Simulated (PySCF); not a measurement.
Compound: (F)3Hf-NH-SiH3 (singlet state).
Bonds: Hf1–F2, Hf1–F3, Hf1–F4, Hf1–N5, N5–Si6. Hydrogens: H7 on N5; H8, H9, H10 on Si6.

A GFN2-xTB structure was refined with PySCF, PBE0-D3(BJ)/def2-SVP geometry optimisation, gas phase, def2 core potentials past Kr. Its GFN2-xTB values:

| coordinate | GFN2-xTB |
| --- | --- |
| Hf1–F2 | 1.864 Å |
| Hf1–F4 | 1.830 Å |
| Hf1–N5 | 2.079 Å |
| N5–Si6 | 1.693 Å |
| N5–H7 | 1.007 Å |
| Si6–H8 | 1.535 Å |
| Hf1–N5–Si6 | 107.1° |
| F2–Hf1–F3 | 105.3° |
| F2–Hf1–N5 | 111.3° |
| F3–Hf1–F4 | 112.0° |
| F3–Hf1–N5 | 106.5° |
| F2–Hf1–N5–Si6 | -171° |

Q: How do these coordinates change at the PBE0-D3(BJ)/def2-SVP level?

A: 
```csv
coordinate,PBE0-D3(BJ)/def2-SVP (Å or °),change
Hf1–F4,1.913,+0.083
N5–Si6,1.751,+0.058
Hf1–N5,2.031,-0.048
Hf1–F2,1.910,+0.046
Si6–H8,1.497,-0.038
N5–H7,1.021,+0.014
Hf1–N5–Si6,124.2,+17.1
F2–Hf1–F3,111.7,+6.4
F2–Hf1–N5,106.9,-4.4
F3–Hf1–F4,108.0,-4.0
F3–Hf1–N5,109.4,+2.9
F2–Hf1–N5–Si6,-179,-8
```

The energy falls by 8.7 kcal/mol over 11 energy and gradient evaluations, the largest force component goes from 0.0429 to 3.6e-04 Eh/bohr, and the atoms move by 0.316 Å rms after alignment. The bond that changes most is Hf1–F4 (ends: hafnium bonded to 3 F and N; fluorine bonded to Hf), which lengthens by 0.083 Å. Bonds longer at the end by more than 0.005 Å: 7 of 9; shorter: 2. Among the dihedrals that turn most is F3–Hf1–N5–H7, from 106° to 124°. Rotational constants go from 2843, 1139, 1123 to 2586, 1017, 1002 MHz.

The run used 126 basis functions and 77 SCF cycles in all. On Arm Neoverse V1, one thread, no GPU, shared host with 64 logical CPUs at a one-minute load of 34, this took 98 s wall and 0.51 GiB of memory at its peak.

Stationary, but not proved a minimum.
